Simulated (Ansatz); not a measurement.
One change: `BrC[SiH]1C=N1` becomes `O[SiH]1C=N1`.

Ansatz, PBE0-D4/def2-TZVP geometries, multiplicity 1. Each molecule was computed in one conformer, which needn't be the lowest.

Scalar relativity is left out up to krypton.

```tsv
property	`BrC[SiH]1C=N1`
LUMO energy (PBE/def2-TZVPP) / eV	-2.15
size of the dipole moment (B3LYP/def2-TZVPP) / D	0.65
LUMO energy (ωB97M-V/def2-TZVPP) / eV	1.14
HOMO energy (ωB97M-V/def2-TZVPP) / eV	-8.93
HOMO energy (PBE/def2-TZVPP) / eV	-5.56
size of the dipole moment (ωB97M-V/def2-TZVPP) / D	0.70
```

Problem. Give the same properties after the change, and the shifts. (Estimate.)

Solution. Ansatz gave: 
```tsv
property	`O[SiH]1C=N1`	shift
LUMO energy (PBE/def2-TZVPP) / eV	-2.06	0.09
size of the dipole moment (B3LYP/def2-TZVPP) / D	1.87	1.22
LUMO energy (ωB97M-V/def2-TZVPP) / eV	1.43	0.29
HOMO energy (ωB97M-V/def2-TZVPP) / eV	-8.77	0.16
HOMO energy (PBE/def2-TZVPP) / eV	-5.28	0.28
size of the dipole moment (ωB97M-V/def2-TZVPP) / D	1.91	1.21
```

With PBE0 the HOMO rises by 0.20 eV and the LUMO rises by 0.11 eV, so the gap narrows by about 0.09 eV. PBE moves the HOMO by 0.28 eV and ωB97M-V by 0.16 eV. Dipoles are sizes alone; their direction can turn.

B3LYP here is the variant with VWN-RPA as its local correlation; programs differ in this.

Spin–orbit coupling is left out; it splits and shifts lone-pair levels of the heavy atoms by tenths of an eV.
